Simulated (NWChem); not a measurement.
Species: C2H6O2Si; SMILES C(C[SiH2]O)=O

```xyz
11

O      0.2753     2.5965    -0.3758
C     -0.1716     1.7831     0.3899
C     -0.7746     0.4769    -0.0102
Si     0.4735    -0.9534     0.0851
O     -0.2903    -2.4162    -0.1318
H     -0.1263     1.9583     1.4981
H     -1.6052     0.2082     0.6639
H     -1.1384     0.5448    -1.0481
H      1.5302    -0.7229    -0.9459
H      1.0693    -0.9972     1.4477
H     -0.5611    -2.6457    -1.0250
```
Atoms are numbered in this order, from 1.

All runs: NWChem. Geometry: optimised at PBE0/def2-SVP.

Question: Order these by “orbital gap (eV)”, lowest first: Hartree-Fock/aug-cc-pVDZ; Hartree-Fock/cc-pVTZ; Hartree-Fock/cc-pVDZ.

Answer: Hartree-Fock/aug-cc-pVDZ (12.21), Hartree-Fock/cc-pVTZ (14.44), Hartree-Fock/cc-pVDZ (14.74)
